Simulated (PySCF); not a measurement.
C₆H₉NSi.
SMILES: `[SiH2](C#C)/N=C/C=C\C`

Torsions of this conformer, `[CH:1]#[C:2][SiH2:3]/[N:4]=[CH:5]/[CH:6]=[CH:7]\[CH3:8]`: C2–Si3–N4–C5 -121°, N4–C5–C6–C7 5°.

The closed-shell ground state was solved at several levels (PySCF, density fitting, gas phase, non-relativistic). Geometry: PBE0-D3(BJ)/def2-SVP, one conformer, isolated molecule.

```tsv
level	basis functions	HOMO (eV)	LUMO (eV)	gap (eV)	dipole (D)
CAM-B3LYP/pcSseg-1	188	-8.42	-0.56	7.86	1.45
CAM-B3LYP/def2-SVPD	236	-8.42	-0.64	7.78	1.49
```

(1) Estimate the row for PBE0/pcSseg-1, a basis of 188 functions; the other rows only guide the guess.

(2) Over all these levels, which gives the widest orbital gap and which the narrowest?

(3) How far do the dipole and the HOMO energy spread over the levels?

Results:

(1) HOMO -7.04 eV, LUMO -1.72 eV, gap 5.32 eV, dipole 1.51 D.

(2) CAM-B3LYP/pcSseg-1 (range-separated hybrid) has the widest, 7.86 eV, and PBE0/pcSseg-1 (global hybrid, 25 % exact exchange) the narrowest, 5.32 eV. The two share the basis. From the narrowest to the widest the HOMO moves by -1.38 eV and the LUMO by +1.16 eV.

(3) The dipole runs from 1.45 to 1.51 D (mean 1.48 D) and the HOMO from -8.42 to -7.04 eV.
